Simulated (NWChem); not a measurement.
# CH$_{9}$AlO$_{2}$Si$_{2}$; SMILES [CH3][Al]([O][SiH3])[O][SiH3]

```xyz
15

Al     0.8985    -0.0079    -0.0020
C      2.8466     0.0130     0.0021
H      3.2462     1.0309    -0.0494
H      3.2458    -0.5543    -0.8474
H      3.2388    -0.4597     0.9110
O      0.0600    -1.4931    -0.0023
Si    -1.0940    -2.6615     0.0008
H     -1.0591    -3.4290    -1.2743
H     -2.4577    -2.0804     0.1546
H     -0.8654    -3.6084     1.1268
O     -0.0050     1.4369    -0.0026
Si    -1.0716     2.6839     0.0010
H     -2.1533     2.4663    -0.9995
H     -0.3793     3.9580    -0.3375
H     -1.6988     2.8372     1.3430
```
Atoms are numbered in this order, from 1.

Results from NWChem. Structure relaxed at the B3LYP/6-31G* (spherical d) level.

For level PW91/def2-SVP:

| Property | Result |
|---|---|
| highest occupied level (eV) | -6.97 |
| orbital gap (eV) | 5.83 |

### Question
Estimate the same quantities for level B3LYP/def2-SVP.

### Answer
- highest occupied level (eV): -8.15
- orbital gap (eV): 7.70
